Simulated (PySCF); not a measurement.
A geometry optimisation, step by step.

Species: 4-fluoroanisole, C₇H₇FO.
Numbering: `[CH3:1][O:2][c:3]1[cH:4][cH:5][c:6]([F:7])[cH:8][cH:9]1` (hydrogens: H10, H11, H12 on C1; H13 on C4; H14 on C5; H15 on C8; H16 on C9)

Method: PySCF 2.14.0, PBE0-D3(BJ)/def2-SVP geometry optimisation, gas phase; density fitting, grid level 2; the optimiser is geomeTRIC in internal coordinates, started from a GFN2-xTB structure. The frame can shift and turn from step to step; on so coarse a grid that alone can change the energy by a few meV, and forces under 0.02 eV/Å are noise.

Step 0: E = -12114.4440 eV, largest atomic force 1.043 eV/Å
```
atom  x, y, z in Å  |  force x, y, z in eV/Å
C1      2.698    0.179    0.081   -0.468  -0.407  -0.292
O2      1.696   -0.624   -0.496   -0.233   0.231   0.181
C3      0.394   -0.322   -0.246    0.605  -0.258  -0.202
C4     -0.549   -1.160   -0.846    0.161   0.119   0.085
C5     -1.899   -0.945   -0.664    0.002   0.149   0.108
C6     -2.306    0.117    0.126   -1.001   0.226   0.184
F7     -3.628    0.335    0.308    0.609  -0.114  -0.090
C8     -1.394    0.958    0.731   -0.175  -0.144  -0.099
C9     -0.039    0.737    0.546    0.224  -0.075  -0.066
H10     2.653    0.154    1.174    0.014   0.028   0.325
H11     2.630    1.216   -0.263    0.002   0.318  -0.069
H12     3.643   -0.248   -0.250    0.306  -0.054  -0.044
H13    -0.195   -1.976   -1.454    0.181  -0.369  -0.278
H14    -2.633   -1.587   -1.123   -0.358  -0.268  -0.193
H15    -1.741    1.777    1.341   -0.200   0.347   0.261
H16     0.663    1.400    1.025    0.331   0.271   0.189
```

Step 1: E = -12114.4810 eV, largest atomic force 0.162 eV/Å
```
atom  x, y, z in Å  |  force x, y, z in eV/Å
C1      2.981    0.359    0.234    0.100   0.065   0.048
O2      1.992   -0.444   -0.339    0.011  -0.029  -0.022
C3      0.699   -0.151   -0.093   -0.060   0.026   0.019
C4     -0.252   -0.990   -0.690    0.040  -0.057  -0.044
C5     -1.608   -0.772   -0.497   -0.074  -0.035  -0.025
C6     -2.024    0.291    0.299    0.154  -0.044  -0.022
F7     -3.326    0.498    0.488   -0.132   0.032   0.016
C8     -1.100    1.133    0.897   -0.044   0.061   0.045
C9      0.265    0.914    0.703    0.048   0.030   0.021
H10     2.941    0.343    1.339   -0.012  -0.004  -0.046
H11     2.912    1.409   -0.106   -0.012  -0.045   0.009
H12     3.949   -0.050   -0.087   -0.032   0.003   0.002
H13     0.104   -1.817   -1.309   -0.014   0.027   0.019
H14    -2.358   -1.421   -0.958    0.029   0.021   0.018
H15    -1.453    1.960    1.516    0.015  -0.029  -0.020
H16     0.979    1.586    1.182   -0.016  -0.021  -0.017
```

Step 2: E = -12114.4816 eV, largest atomic force 0.048 eV/Å
```
atom  x, y, z in Å  |  force x, y, z in eV/Å
C1      2.984    0.357    0.232    0.018   0.025   0.018
O2      1.991   -0.444   -0.339    0.003  -0.007  -0.005
C3      0.697   -0.149   -0.091   -0.002  -0.011  -0.010
C4     -0.252   -0.991   -0.690   -0.012   0.008   0.008
C5     -1.608   -0.774   -0.497   -0.002   0.008   0.005
C6     -2.023    0.291    0.299    0.042  -0.017  -0.016
F7     -3.328    0.499    0.484   -0.034   0.015   0.014
C8     -1.101    1.134    0.899   -0.022  -0.006  -0.005
C9      0.264    0.917    0.705    0.013  -0.009  -0.006
H10     2.944    0.340    1.336   -0.003  -0.001  -0.003
H11     2.914    1.407   -0.107   -0.002  -0.003   0.000
H12     3.949   -0.053   -0.092   -0.005  -0.003  -0.003
H13     0.106   -1.816   -1.308    0.002   0.003   0.002
H14    -2.357   -1.421   -0.957   -0.001   0.003   0.003
H15    -1.456    1.961    1.518    0.000  -0.003  -0.002
H16     0.978    1.588    1.183    0.005  -0.002  -0.002
```

Step 3: E = -12114.4815 eV, largest atomic force 0.044 eV/Å
```
atom  x, y, z in Å  |  force x, y, z in eV/Å
C1      2.983    0.361    0.234   -0.015  -0.007  -0.006
O2      1.994   -0.444   -0.340   -0.031  -0.026  -0.017
C3      0.698   -0.153   -0.094   -0.001   0.021   0.015
C4     -0.254   -0.993   -0.691    0.027   0.001   0.001
C5     -1.611   -0.774   -0.496    0.006   0.025   0.018
C6     -2.022    0.292    0.300   -0.009   0.014   0.005
F7     -3.327    0.506    0.489    0.029  -0.018  -0.010
C8     -1.098    1.133    0.898    0.017  -0.015  -0.012
C9      0.268    0.913    0.702   -0.029   0.005   0.005
H10     2.940    0.342    1.337    0.003  -0.001   0.012
H11     2.908    1.409   -0.105    0.003   0.012  -0.004
H12     3.949   -0.047   -0.089    0.007  -0.004  -0.004
H13     0.101   -1.819   -1.309    0.002  -0.013  -0.009
H14    -2.361   -1.420   -0.955   -0.007  -0.009  -0.007
H15    -1.450    1.960    1.517   -0.005   0.010   0.007
H16     0.983    1.582    1.179    0.002   0.007   0.006
```

Step 4: E = -12114.4817 eV, largest atomic force under 0.02 eV/Å
```
atom  x, y, z in Å  |  force x, y, z in eV/Å
C1      2.983    0.359    0.232   -0.004  -0.001  -0.001
O2      1.992   -0.444   -0.340   -0.005  -0.005  -0.003
C3      0.697   -0.151   -0.093    0.004   0.002   0.001
C4     -0.253   -0.992   -0.690    0.000   0.004   0.004
C5     -1.609   -0.774   -0.496   -0.001   0.004   0.002
C6     -2.022    0.292    0.300   -0.003   0.006   0.000
F7     -3.327    0.503    0.488    0.007  -0.006  -0.001
C8     -1.099    1.134    0.899    0.007  -0.003  -0.003
C9      0.266    0.915    0.704   -0.007  -0.001   0.000
H10     2.942    0.341    1.336    0.001  -0.001   0.003
H11     2.910    1.408   -0.106    0.001   0.003  -0.002
H12     3.948   -0.050   -0.092    0.003  -0.001  -0.001
H13     0.103   -1.818   -1.308    0.001  -0.003  -0.002
H14    -2.359   -1.420   -0.955   -0.003  -0.003  -0.002
H15    -1.452    1.961    1.517   -0.002   0.003   0.002
H16     0.982    1.585    1.181    0.001   0.002   0.002
```

Q: Summarise the path.

A: The energy falls by 0.0377 eV from step 0 to step 4; nine tenths of that is first reached at step 1. It never rises by more than 0.2 meV. The largest force goes from 1.043 to under 0.02 eV/Å. Among the bonds C6–F7 changes most, from 1.352 to 1.335 Å; the atoms move by 0.015 Å rms after alignment.

Q: Follow the three bonds and two angles with the largest change from start to end.

A: 
```json
{"step": "0", "E above end (eV)": "0.0377", "largest force (eV/Å)": "1.043", "C6–F7 (Å)": "1.352", "C5–H14 (Å)": "1.078", "C4–H13 (Å)": "1.078", "O2–C1–H12 (°)": "105.7", "H10–C1–H11 (°)": "109.4"}
{"step": "1", "E above end (eV)": "0.0007", "largest force (eV/Å)": "0.162", "C6–F7 (Å)": "1.332", "C5–H14 (Å)": "1.093", "C4–H13 (Å)": "1.092", "O2–C1–H12 (°)": "106.9", "H10–C1–H11 (°)": "108.5"}
{"step": "2", "E above end (eV)": "0.0001", "largest force (eV/Å)": "0.048", "C6–F7 (Å)": "1.334", "C5–H14 (Å)": "1.092", "C4–H13 (Å)": "1.091", "O2–C1–H12 (°)": "106.8", "H10–C1–H11 (°)": "108.6"}
{"step": "3", "E above end (eV)": "0.0002", "largest force (eV/Å)": "0.044", "C6–F7 (Å)": "1.336", "C5–H14 (Å)": "1.091", "C4–H13 (Å)": "1.091", "O2–C1–H12 (°)": "106.8", "H10–C1–H11 (°)": "108.6"}
{"step": "4", "E above end (eV)": "0.0000", "largest force (eV/Å)": "under 0.02", "C6–F7 (Å)": "1.335", "C5–H14 (Å)": "1.091", "C4–H13 (Å)": "1.091", "O2–C1–H12 (°)": "106.7", "H10–C1–H11 (°)": "108.6"}
```

The cost below is that of the whole optimisation. Time: 47 s of wall time; peak memory 0.76 GiB. Hardware: one thread of an Arm Neoverse V2, no GPU, shared host with 32 logical CPUs at a one-minute load of 9.1.
